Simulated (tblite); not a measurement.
Run record: tight-binding relaxation, `C#C[C@@H](B(O)O)C(Cl)Cl`.

Computed with GFN2-xTB geometry optimisation, gas phase (tblite 0.8.0). Start geometry: from a force field or distance geometry. The command runs a driver script over a list of jobs; the input below is this job's line of settings and its coordinates in Å.

Command:
```bash
OMP_NUM_THREADS=1 python probes_run.py task.json out
```

Input:
```
{"job": {"kind": "relax", "xc": "GFN2-xTB", "basis": "xTB"}, "charge": 0, "multiplicity": 1}
C      1.765700     1.853800    -0.306900
C      0.802300     1.103800    -0.341700
C     -0.328300     0.180900    -0.384900
B      0.173500    -1.277500    -0.176500
O     -0.349500    -2.242300     0.783900
O      1.099800    -1.795700    -1.199400
C     -1.389900     0.639900     0.564400
Cl    -1.865700     2.294400     0.064400
Cl    -2.877900    -0.351600     0.413300
H      2.582700     2.537000    -0.282300
H     -0.809100     0.246600    -1.415100
H      0.258700    -2.426100     1.536300
H      1.994400    -1.469300    -0.893000
H     -1.057400     0.705600     1.615400
```

Problem. What does the run print?

Solution. 
```
step      E/eV     max force
  0    -803.65965    3.917
  1    -803.97985    6.193
  2    -804.04071    4.749
  3    -804.26597    0.960
  4    -804.31010    0.771
  5    -804.42738    1.873
  6    -804.57430    2.592
  7    -804.69562    1.534
  8    -804.86958    0.887
  9    -804.93857    1.376
... (101 lines left out)
111    -805.30798    0.016
112    -805.30805    0.022
113    -805.30813    0.021
114    -805.30819    0.019
115    -805.30822    0.018
116    -805.30824    0.017
117    -805.30827    0.014
118    -805.30831    0.015
119    -805.30834    0.011
120    -805.30836    0.006
```

«max force» is the largest atomic force in eV/Å.

Problem. From which step on does the largest force stay under 0.1 eV/Å, and how much energy is left to gain from there?

Solution. From step 86 (0.059 eV/Å), 3.8 meV above the end.

Main results: energy lowered by 38.0 kcal/mol over 120 steps; largest atomic force 0.006 eV/Å at the end.

Problem. Give the final coordinates.

Solution. 0.470 Å rms from the input after alignment:
```
atom  x, y, z in Å
C1     1.7793    1.9118   -0.0727
C2     0.8601    1.1634   -0.2376
C3    -0.2332    0.2242   -0.4281
B4     0.2976   -1.2587   -0.0084
O5     0.0926   -1.6600    1.2536
O6     0.9652   -2.0608   -0.8656
C7    -1.4282    0.6483    0.4139
Cl8   -1.9502    2.3053    0.0161
Cl9   -2.7848   -0.4618    0.1368
H10    2.5726    2.5844    0.0621
H11   -0.5273    0.2536   -1.4844
H12    0.4366   -2.5290    1.4662
H13    1.1190   -1.7452   -1.7542
H14   -1.1999    0.6240    1.4802
```

Problem. Estimate the wall time. Hardware: one thread of an Arm Neoverse N1, shared host with 64 logical CPUs at a one-minute load of 61.

Solution. About 1.6 s.
Labels such as C1 count atoms from 1, the log's own numbers from 0.
